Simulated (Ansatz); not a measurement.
Isolated molecules relaxed with PBE0-D4/def2-TZVP in Ansatz; ΔE leaves out vibrations. CCSD(T)/CBS adds triple-zeta CCSD(T) − MP2 to the extrapolated MP2 energy (def2 sets, frozen cores). Each species was taken in one conformer, which may not be the lowest.

Reaction (redistribution): `CB(C)[SiH2]Cl` + `[SiH3]OCCCl` → `CB(C)CCl` + `[SiH3]OC[SiH2]Cl`

| species | CCSD/def2-TZVPP energy (Eh) |
| --- | --- |
| `CB(C)[SiH2]Cl` | -854.45842 |
| `[SiH3]OCCCl` | -904.17867 |
| `CB(C)CCl` | -603.40612 |
| `[SiH3]OC[SiH2]Cl` | -1155.24428 |

Task: Work out ΔE.

Result: ΔE = (-603.40612) + (-1155.24428) − (-854.45842) − (-904.17867) = -0.01331 Eh = -8.4 kcal/mol. CCSD(T)/CBS gives -8.4 kcal/mol.

Largest T1 diagnostic among the species: 0.011.

In def2-TZVPP, CCSD(T) changes the Hartree–Fock value by −1.0 kcal/mol (the triples alone add −0.2 kcal/mol) and MP2 by −2.2 kcal/mol.
